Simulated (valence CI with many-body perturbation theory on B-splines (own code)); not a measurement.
**E1 transitions of Zr IX**

Method: configuration interaction combined with many-body perturbation theory (CI+MBPT): four valence electrons over a frozen Dirac-Fock core [Ar] 3d10, a basis of 11 s, 11 p, 10 d, 8 f, 5 g, 2 h functions for each j, with the one-electron correlation potential Σ1 (screened to all orders), the two-electron term Σ2, the three-electron term Σ3, Breit, model QED; selected single and double excitations, second order for the rest, scaled by the run's own slope (own B-spline code, finite nucleus).

No measured levels were compared; by estimate levels hold to about 250 cm⁻¹ or 0.2 % of their energy and the worst to 1 %, as in measured heavy ions of charge 2 to 7; those with d or f electrons hold less well. Among the levels kept, up to 830 cm⁻¹ of a level comes from second order outside the variational space, and about a tenth of that is noise between levels of different J, which matters for small intervals.

Lines 151 to 200 of 544 in falling wavelength, among levels below 96.617 eV, chosen from the strongest by gf and those to the six lowest levels. Wavelengths and rates use the calculated energies, so an error of 500 cm⁻¹ moves a line at 443.4 Å by 0.22 % and its rate by three times that or more. Electric multipoles are in the length gauge, E1 and E2 with the static RPA response of the core. Weak lines are less certain than strong ones. Lines between different terms over intervals too small for the method are left out, as are lines whose strength nearly cancels. Where a level lies close to another of its J and parity, the split of strength between their lines is uncertain. The highest levels of a list are the least certain.

Names give the largest LS component (configuration and term), which can be under half, so a name can repeat, a term be missing and a line seem to break the LS rules; names also repeat where a configuration has a term twice. Letters in brackets count levels of one name in rising energy.

```tsv
λ vac (Å)	Upper	Lower	A (s⁻¹)	S (a.u.)
443.4	4p3.4d 3D°_2	4s.4p2.4d 3D_3 [a]	1.50e+09	3.23e-01
443.4	4s.4p3 3P°_1	4s2.4p2 3P_1	2.65e+09	3.41e-01
442.1	4p3.4d 3F°_2 [b]	4s.4p2.4d 3F_2 [a]	1.97e+09	4.21e-01
441.7	4p3.4d 3D°_1 [a]	4s.4p2.4d 3F_2 [a]	3.80e+09	4.85e-01
439.8	4s.4p3 3P°_2	4s2.4p2 3P_1	1.66e+08	3.49e-02
439.6	4p3.4d 5D°_3	4s.4p2.4d 5D_4	3.05e+09	8.94e-01
439.0	4s.4p2.4d 3D_2 [d]	4s2.4p.4d 3D°_2	1.52e+09	3.18e-01
437.0	4s.4p2.4d 3D_3 [d]	4s2.4p.4d 3D°_3	1.30e+09	3.75e-01
435.3	4p3.4d 3F°_2 [a]	4s.4p2.4d 5D_3	2.09e+09	4.25e-01
434.0	4s.4p2.4d 3D_2 [a]	4s2.4p.4d 3F°_2	1.48e+09	2.98e-01
433.8	4p3.4d 5D°_4	4s.4p2.4d 5D_4	2.68e+09	9.74e-01
431.6	4p3.4d 3F°_3 [b]	4s.4p2.4d 3G_4	3.31e+09	9.20e-01
430.1	4s2.4p.5p 3P_2	4s2.4p.4d 1F°_3	1.42e+09	2.78e-01
427.9	4p3.4d 3F°_4 [c]	4s.4p2.4d 3G_5	3.69e+09	1.28e+00
427.7	4p3.4d 5D°_4	4s.4p2.4d 5D_3	8.04e+08	2.80e-01
427.5	4p3.4d 3F°_2 [c]	4s.4p2.4d 3G_3	2.21e+09	4.25e-01
426.4	4p3.4d 5D°_4	4s.4p2.4d 5F_5	7.07e+09	2.44e+00
426.2	4s.4p2.4d 3P_1 [d]	4s2.4p.4d 1P°_1	3.64e+09	4.17e-01
425.0	4p3.4d 5D°_1	4s.4p2.4d 5D_2	5.54e+09	6.30e-01
424.9	4p3.4d 5D°_2	4s.4p2.4d 5D_3	2.46e+09	4.65e-01
422.3	4p4 3P_1	4s.4p3 3D°_2	4.42e+09	4.93e-01
422.1	4s.4p3 3P°_1	4s2.4p2 3P_0	1.09e+09	1.21e-01
421.6	4p4 3P_1	4s.4p3 3D°_1	2.34e+09	2.59e-01
421.1	4p4 3P_0	4s.4p3 3D°_1	6.54e+09	2.41e-01
420.8	4s.4p3 1P°_1	4s2.4p2 1S_0	3.92e+09	4.32e-01
419.9	4p3.4d 5D°_2	4s.4p2.4d 5D_1	1.23e+09	2.25e-01
419.7	4s.4p2.4f 5G°_2	4s.4p2.4d 3G_3	1.78e+09	3.24e-01
419.2	4p3.4d 5D°_3	4s.4p2.4d 5F_4	2.51e+09	6.40e-01
418.9	4p4 1D_2	4s.4p3 3D°_3	1.38e+09	2.51e-01
415.2	4s.4p2.4d 3F_3 [b]	4s2.4p.4d 3F°_3	2.93e+09	7.25e-01
414.0	4p3.4d 5D°_4	4s.4p2.4d 5F_4	2.46e+09	7.76e-01
413.6	4s2.4p.4f 3F_2	4s2.4p.4d 1F°_3	2.52e+09	4.39e-01
412.4	4s2.4p.5p 1D_2	4s2.4p.4d 1F°_3	5.86e+09	1.01e+00
411.5	4s.4p2.4d 3F_2 [b]	4s2.4p.4d 3F°_2	4.02e+09	6.91e-01
409.5	4p3.4d 5D°_3	4s.4p2.4d 5F_3	1.99e+09	4.72e-01
409.0	4p3.4d 3F°_4 [a]	4s.4p2.4d 5F_5	1.20e+09	3.64e-01
407.2	4s.4p3 1D°_2	4s2.4p2 3P_2	8.42e+08	1.40e-01
406.2	4s.4p2.5p 3S°_1	4s.4p2.4d 3P_2 [a]	2.20e+09	2.18e-01
405.6	4p3.4d 3D°_3 [a]	4s.4p2.4d 5F_4	1.50e+09	3.45e-01
404.1	4s.4p2.4d 3F_4 [c]	4s2.4p.4d 3F°_4	8.02e+09	2.35e+00
403.4	4p3.4d 3F°_3 [a]	4s.4p2.4d 5F_4	1.26e+09	2.87e-01
402.7	4s.4p2.4d 1D_2 [b]	4s2.4p.4d 1D°_2	2.12e+09	3.42e-01
402.0	4p3.4d 5D°_2	4s.4p2.4d 5F_3	3.27e+09	5.24e-01
400.3	4s.4p2.4d 1D_2 [c]	4s2.4p.4d 1F°_3	6.59e+09	1.04e+00
398.7	4p3.4d 5D°_1	4s.4p2.4d 5F_2	4.50e+09	4.22e-01
398.6	4s.4p2.4d 1P_1 [a]	4s2.4p.4d 3F°_2	5.21e+09	4.89e-01
397.7	4s.4p2.4d 3D_3 [b]	4s2.4p.4d 3F°_3	4.29e+09	9.32e-01
396.9	4s2.4p.5p 1S_0	4s2.4p.4d 1P°_1	1.25e+10	3.86e-01
396.7	4s.4p2.4d 1D_2 [a]	4s2.4p.4d 3P°_2	2.48e+09	3.82e-01
396.5	4p3.4d 3D°_3 [a]	4s.4p2.4d 5F_3	1.17e+09	2.53e-01
```
